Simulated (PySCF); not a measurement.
C3H5NOSi, SMILES C1[Si@H](N=CC=1)O.

Coordinates come from a PBE0-D3(BJ)/def2-SVP optimisation. The structure was generated by enumeration; whether it is a known compound was not checked. The values are those of a single conformer.

Level of theory: PySCF with TDA-PBE/def2-SVPD.

Vertical excitations. Gas-phase values at a fixed geometry.

Question: Estimate the UV-visible absorptions. (Estimate from the structure and the level; the computed values follow.)

Answer: 
| state | energy (eV) | λ (nm) | f | main pairs |
|---|---|---|---|---|
| S1 | 3.03 | 410 | 0.001 | HOMO→LUMO 100 % |
| S2 | 4.35 | 285 | 0.006 | HOMO−2→LUMO 58 %, HOMO−1→LUMO 39 % |
| S3 | 4.88 | 254 | 0.046 | HOMO−1→LUMO 47 %, HOMO−2→LUMO 40 % |
| S4 | 5.32 | 233 | 0.015 | HOMO−3→LUMO 93 % |
| S5 | 5.78 | 214 | 0.003 | HOMO→LUMO+1 88 % |
| S6 | 5.94 | 209 | 0.005 | HOMO→LUMO+2 88 % |
| S7 | 6.10 | 203 | 0.063 | HOMO−4→LUMO 75 %, HOMO−1→LUMO+2 12 % |
| S8 | 6.25 | 199 | 0.034 | HOMO→LUMO+3 95 % |
| S9 | 6.31 | 197 | 0.004 | HOMO−5→LUMO 93 % |
| S10 | 6.73 | 184 | 0.021 | HOMO−1→LUMO+1 84 % |
| T1 | 2.58 | 480 | 0 | HOMO→LUMO 99 % |
| T2 | 3.03 | 409 | 0 | HOMO−1→LUMO 97 % |
| T3 | 4.09 | 303 | 0 | HOMO−2→LUMO 98 % |
| T4 | 5.01 | 248 | 0 | HOMO−3→LUMO 87 % |
Triplets are in the Tamm–Dancoff approximation.
